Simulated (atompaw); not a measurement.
## Which change was made? (Ir, PAW (atompaw))

| Quantity | Value |
| --- | --- |
| Element | Ir |
| Generator | atompaw 4.2.0.5 |
| Type | PAW |
| Functional | PBE |
| Relativity | scalar-relativistic |
| Frozen core | [Kr] 4d10 4f14 |
| Valence charge | 17 |
| Reference configuration | 5s2 5p6 5d6 6s0 6p0 (charge +3) |
| Partial waves | 5s (bound): rc 1.40 bohr; 6s (bound, empty): rc 1.70 bohr; 5p (bound): rc 1.80 bohr; 6p (bound, empty): rc 1.80 bohr; 5d (bound): rc 1.75 bohr; 5d channel at -2.35 Ry: rc 1.80 bohr |
| Local potential | bessel scheme, radius 1.55 bohr |
| Core correction | smooth core density matched at 1.60 bohr |
| Augmentation charge | sinc compensation charge, radius 1.35 bohr; PAW radius 1.80 bohr; waves and projectors: custom rrkj vanderbiltortho |

Cutoffs, loose and tight: the cutoffs (Ry, on a coarse ladder) from which the occupation-weighted sum of valence levels, in a spherical-Bessel basis at the reference potential, stays within 10 and 1 mRy of its value at 400 Ry. They see the waves, projectors and local potential, not the compensation charge or the core.

The base gives: outcome: generated; cutoff, loose: 35 Ry; cutoff, tight: 70 Ry; bound ghosts: none.

Question: After one change the result is: outcome: failed: atompaw: The overlap operator has at least one negative eigenvalue!. Which change was it?
A. all radii scaled by about 1.11 (s 1.56, p 2.00, d 1.94 bohr); local potential bessel scheme, radius 1.72 bohr; augmentation sinc compensation charge, radius 1.50 bohr; PAW radius 2.00 bohr; waves and projectors: custom rrkj vanderbiltortho; core correction smooth core density matched at 1.78 bohr
B. all radii scaled by about 1.28 (s 1.80, p 2.32, d 2.24 bohr); local potential bessel scheme, radius 2.00 bohr; augmentation sinc compensation charge, radius 1.74 bohr; PAW radius 2.32 bohr; waves and projectors: custom rrkj vanderbiltortho; core correction smooth core density matched at 2.06 bohr
C. all radii scaled by about 0.88 (s 1.22, p 1.58, d 1.54 bohr); local potential bessel scheme, radius 1.36 bohr; augmentation sinc compensation charge, radius 1.18 bohr; PAW radius 1.58 bohr; waves and projectors: custom rrkj vanderbiltortho; core correction smooth core density matched at 1.40 bohr

Answer: C. The others give: all radii scaled by about 1.28 (s 1.80, p 2.32, d 2.24 bohr); local potential bessel scheme, radius 2.00 bohr; augmentation sinc compensation charge, radius 1.74 bohr; PAW radius 2.32 bohr; waves and projectors: custom rrkj vanderbiltortho; core correction smooth core density matched at 2.06 bohr → outcome: generated; cutoff, loose: 21 Ry; cutoff, tight: 40 Ry; bound ghosts: none | all radii scaled by about 1.11 (s 1.56, p 2.00, d 1.94 bohr); local potential bessel scheme, radius 1.72 bohr; augmentation sinc compensation charge, radius 1.50 bohr; PAW radius 2.00 bohr; waves and projectors: custom rrkj vanderbiltortho; core correction smooth core density matched at 1.78 bohr → outcome: generated; cutoff, loose: 30 Ry; cutoff, tight: 50 Ry; bound ghosts: none.
